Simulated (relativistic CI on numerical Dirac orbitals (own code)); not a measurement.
# Hyperfine structure of W4+, mass number 183

Method of calculation: Dirac-Coulomb-Breit CI, orbitals from a KLI potential per configuration, model QED, valence Slater integrals scaled by 0.85, P86 correlation energy added to each configuration (own radial code, finite nucleus).

CI space (outside the closed core [Kr] 4d10 5s2): 4f14 5p6 5d2, 4f14 5p6 5d 6s, 4f14 5p6 6s2, 4f14 5p6 5d 6p, 4f14 5p6 5d 5f, 4f14 5p6 5d 5g, 4f14 5p6 6s 6p, 4f14 5p6 5d 7s, 4f14 5p6 5f2, 4f14 5p6 5d 6d, 4f14 5p5 5d3, 4f14 5p6 5d 7p, 4f14 5p6 6p2, 4f14 5p6 5d 7d, 4f14 5p6 5d 6f, 4f13 5p6 5d3. Levels of other configurations are missing.

Nuclear spin I = 1/2, μ = 0.11739 μN (tables of Stone and Pyykkö). The electronic factors are computed for point nuclear moments, without core polarisation; leaving it out makes A of s and p electrons in near-neutral atoms 20 to 40 % too small, and it can dominate for d and f shells.

| Level | E (cm⁻¹) | A (MHz) |
| --- | --- | --- |
| 4f14 5p6 5d2 3F_2 | 0.0 | 358.4 |
| 4f14 5p6 5d2 3F_3 | 5570.9 | 206.3 |
| 4f14 5p6 5d2 3F_4 | 10492.5 | 167.5 |
| 4f14 5p6 5d2 1D_2 | 13323.4 | 177.7 |
| 4f14 5p6 5d2 3P_1 | 15729.2 | -27.31 |
| 4f14 5p6 5d2 3P_2 | 21418.9 | 130.5 |
| 4f14 5p6 5d2 1G_4 | 21662.7 | 195.1 |
| 4f14 5p6 5d 6s 3D_1 | 63269.9 | -1868 |

Levels with J = 0, under 50 % of one LS term, or S terms without an open s electron are left out. Small factors come from cancelling terms and can be off by tens of per cent or more.

At this charge configurations can still be misplaced by up to about 7 % of their energy. Levels and lines within the n = 5 or 6 shells can be off by up to 10 % or somewhat more, and those that change n by about 2 %, since core polarisation is missing. 12 of the 12 excited levels that our extract of the measured tables holds in this range could be paired (the sources list more); they are missed by 2258 cm⁻¹ on average and 4756 at most, and levels without a partner can miss by more. Some levels of the ground configuration have no partner and can miss by 10 % or more. Levels that differ in their count of f electrons can be misplaced by several ten thousand cm⁻¹, since the correlation energy of f electrons is missing or only estimated; rates across such gaps can be off by orders of magnitude.

Give the hyperfine levels of 4f14 5p6 5d2 3F_2 relative to its centre of gravity.

With K = F(F + 1) − I(I + 1) − J(J + 1), E = AK/2: F = 3/2: -537.5, F = 5/2: 358.4 MHz.

LS names give the leading component of a level, which can be under half, so a name can repeat, a term be missing and a line seem to break the LS rules.
